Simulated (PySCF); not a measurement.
## C2H12O3Si4

The system: C2H12O3Si4, a molecule; neutral, singlet. The structure, one conformer, was relaxed in the gas phase by PBE0-D3(BJ)/def2-SVP. No frequency run checks that it is a minimum.

SMILES: C=C[Si](O[SiH3])(O[SiH3])O[SiH3]

```xyz
21

Si   -1.320   -1.678   -1.852
O    -0.483   -0.285   -1.528
Si    0.405    0.526   -0.399
O    -0.578    0.981    0.843
Si   -1.750    0.451    1.889
O     1.563   -0.499    0.172
Si    1.836   -1.889    1.033
C     1.176    2.025   -1.137
C     0.909    3.256   -0.689
H    -2.248   -1.422   -2.989
H    -2.109   -2.092   -0.650
H    -0.377   -2.777   -2.214
H    -1.396   -0.906    2.408
H    -3.070    0.375    1.195
H    -1.837    1.411    3.025
H     3.176   -2.423    0.665
H     1.794   -1.607    2.499
H     0.789   -2.907    0.707
H     1.877    1.902   -1.972
H     0.215    3.417    0.143
H     1.366    4.149   -1.128
```
Atom numbers follow the order of the file, from 1.

Shieldings: GIAO PBE0/pcSseg-1. Shifts are against computed references at the same level: C TMS (σ 184.4 ppm), H TMS (σ 31.27 ppm), Si TMS (σ 352.0 ppm). Core levels by delta-SCF with SCAN, pcX-2 on the ionised atom and pcseg-1 elsewhere, spin-free X2C (2p3/2 is the spin-free 2p value less a third of a first-order spin-orbit splitting); from the vacuum level, for chosen atoms.

(1) Give the NMR and core-level values of the distinct atoms.

(2) By CAM-B3LYP/def2-SVPD (TDDFT singlets, Tamm-Dancoff triplets, ionisation by delta-SCF), where does absorption start, and what does vertical ionisation take?

Answers

(1) 
```csv
atoms,bonded to,σ (ppm),δ (ppm),core level (eV)
Si1,1 O + 3 H,391.2,-39.2,-
O2,2 Si,281.0,-,1s 537.74
Si3,1 C + 3 O,420.4,-68.4,2p3/2 107.94
O4,2 Si,290.0,-,1s 537.83
Si5,1 O + 3 H,390.4,-38.4,-
O6,2 Si,280.9,-,1s 537.75
Si7,1 O + 3 H,391.7,-39.7,-
C8,1 C + 1 Si + 1 H,48.4,136.0,1s 290.16
C9,1 C + 2 H,36.7,147.7,-
H10 H11 H12,1 Si,26.10,5.17,-
H13 H14 H15,1 Si,26.09,5.18,-
H16 H17 H18,1 Si,26.09,5.17,-
H19,1 C,25.32,5.95,-
H20,1 C,24.91,6.36,-
H21,1 C,24.92,6.35,-
```

Values are those of this one static structure, with the three H of a rotating XH3 group averaged; atoms that internal rotation interchanges would show their mean in an NMR spectrum.

The core-hole state of C8 is spin-contaminated (⟨S²⟩ 0.80 against 0.75 for a pure doublet), so that value and differences from it are less sure.

(2) The lowest singlet lies at 7.02 eV (f 0.004), the strongest of the first 6 at 7.31 eV (f 0.449), the lowest triplet at 4.24 eV; vertical ionisation takes 10.23 eV.
